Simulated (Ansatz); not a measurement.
BrGaH4N2 (`[NH2][Ga]([NH2])[Br]`). The species carries charge 0 and has multiplicity 1.

```xyz
8

N     1.328    0.862   -0.466
Ga    0.171   -0.399    0.117
N    -1.618   -0.182    0.266
Br    1.039   -2.432    0.714
H     1.016    1.669   -0.980
H     2.266    0.600   -0.718
H    -2.042    0.731    0.275
H    -2.160   -0.848    0.791
```

**Question.** List the harmonic frequencies (cm⁻¹, unscaled) at PBE0-D4/def2-TZVP in Ansatz. (Best estimate.)

**Answer.** The calculation gave: 124, 158, 168, 249, 259, 297, 299, 357, 690, 734, 752, 807, 1555, 1565, 3611, 3612, 3717, 3717.

**Question.** Is this a minimum?

**Answer.** Yes, all 18 modes are real.

**Question.** Give the ideal-gas thermochemistry at 298.15 K and 1 bar (rigid rotor, harmonic oscillator; point group C2, symmetry number 2).

**Answer.** Zero-point energy 135.6 kJ/mol; H(298) − E = 157.3 kJ/mol; entropy 353.2 J/(mol·K), of which translation 173.7, rotation 110.3, vibration 69.1; G(298) − E = 52.0 kJ/mol.

**Question.** Rotational constants (cm⁻¹)?

**Answer.** 0.1868, 0.05397, 0.04191.
